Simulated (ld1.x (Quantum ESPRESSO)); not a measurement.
# Pseudopotential generation for xenon: PAW, PBEsol, fully relativistic.

xenon, PAW, made with ld1.x (Quantum ESPRESSO) 7.5 (PBEsol, fully relativistic). Core [Kr], reference 4d10 5s2 5p6. Waves: 5s (bound): rcut 1.35, rcutus 1.65 bohr; 5s channel at -0.95 Ry: rcut 1.35, rcutus 1.65 bohr; 5p (bound): rcut 1.25, rcutus 1.55 bohr; 5p channel at 0.45 Ry: rcut 1.25, rcutus 1.55 bohr; 4d (bound): rcut 0.30, rcutus 0.35 bohr; 4d channel at -2.4 Ry: rcut 0.30, rcutus 0.35 bohr. Local part: all-electron potential smoothed inside 0.25 bohr (lloc = -1). Core correction: Bessel-smoothed model core inside 0.35 bohr. Augmentation charge: BESSEL, radius 0.30 bohr.

Open shells are filled in proportion to 2j + 1 (rel_dist='average').

All-electron outer shells of the reference configuration (PBEsol, scalar-relativistic, ld1.x):

| shell | level (eV) | outermost node (bohr) | outermost maximum (bohr) |
| --- | --- | --- | --- |
| 4s | -197.17 | 0.36 | 0.66 |
| 4p | -141.07 | 0.36 | 0.69 |
| 4d | -59.31 | 0.34 | 0.75 |
| 5s | -19.78 | 0.85 | 1.63 |
| 5p | -8.24 | 0.92 | 1.91 |

(1) Does this generation succeed?

Answers

(1) No. ld1.x (Quantum ESPRESSO) 7.5 stopped with "compute_chi: chi too large beyond r_c": the function χ = (ε − T − V_loc)φ does not vanish beyond the cutoff radius.
